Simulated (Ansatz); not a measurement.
ReO3. Charge 0, multiplicity 2. Geometry r2SCAN-D4/def2-TZVP, that of the charge +1 singlet; atoms count from 1.

```tsv
atom	x (Å)	y (Å)	z (Å)
Re1	0.681	0.277	-0.257
O2	-0.075	1.729	-0.431
O3	-0.121	-0.829	1.013
O4	-0.485	-1.177	-0.325
```

In the def2 sets Re takes a core potential; there is no spin–orbit coupling. The structure holds one bond between oxygen atoms, so isomers without such links may lie far lower. The charge 0 doublet is spin-contaminated (final ⟨S²⟩ up to 1.14, 0.75 for a pure state). The structure comes from a short search, and lower isomers may exist.

(1) Estimate the Mulliken populations from the PBE0/def2-TZVP orbitals of Ansatz.

(2) Where does the spin sit?

(3) And the Mayer bond orders between bonded heavy atoms (over 0.3)?

## Answers

(1) 
```
atom  charge (e)  spin (α − β)  d electrons
 Re1        0.90          0.98         4.80
  O2       -0.41          0.04            –
  O3       -0.24         -0.01            –
  O4       -0.24         -0.01            –
```
Mulliken values and Mayer orders depend strongly on the basis.

(2) Summed by element: Re 0.98, O 0.02, of 1 unpaired in all. Largest on single atoms: Re1 0.98, O2 0.04, O4 -0.01.

(3) Re1–O2 2.17 (1.65 Å); Re1–O3 1.06 (1.87 Å); Re1–O4 1.08 (1.87 Å); O3–O4 0.89 (1.43 Å).
